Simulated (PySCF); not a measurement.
**Relaxation of quartet PdSe₂⁺**

These are results of UPBE/[Pd def2-SVP with ECP28, Se def2-SVP], scalar-relativistic core potentials, density fitting, no spin–orbit coupling, PySCF, not measurements. A (50,194) grid was used.

A hand-made linear start, of D∞h symmetry, held to at least that symmetry:

Coordinates in bohr (charge 1 multiplicity 4):
```
Pd    0.0000    0.0000    0.0000
Se    0.0000    0.0000    4.1483
Se    0.0000    0.0000   -4.1483
```

Optimiser trace:
| step | E − E(last) (kJ/mol) | largest gradient (Eh/bohr) |
| --- | --- | --- |
| 0 | 32.05 | 0.05190 |
| 1 | 2.46 | 0.01158 |
| 2 | 0.28 | 0.00355 |
| 3 | 0.01 | 0.00045 |
| 4 | 0.00 | 0.00002 |

It ends at D∞h with Pd–Se 2.337 Å (×2); Se–Pd–Se 180.0° (after a last refinement on a finer grid). A frequency run shows 1 imaginary mode, down to 90i cm⁻¹, so it is a saddle point.

Final geometry:
Coordinates in bohr (charge 1 multiplicity 4):
```
Pd    0.0000    0.0000    0.0000
Se    0.0000    0.0000    4.4162
Se    0.0000    0.0000   -4.4162
```

With open d or f shells other occupations or spin states may lie lower. At this level a doublet minimum of Cs symmetry lies 198 kJ/mol below this structure.
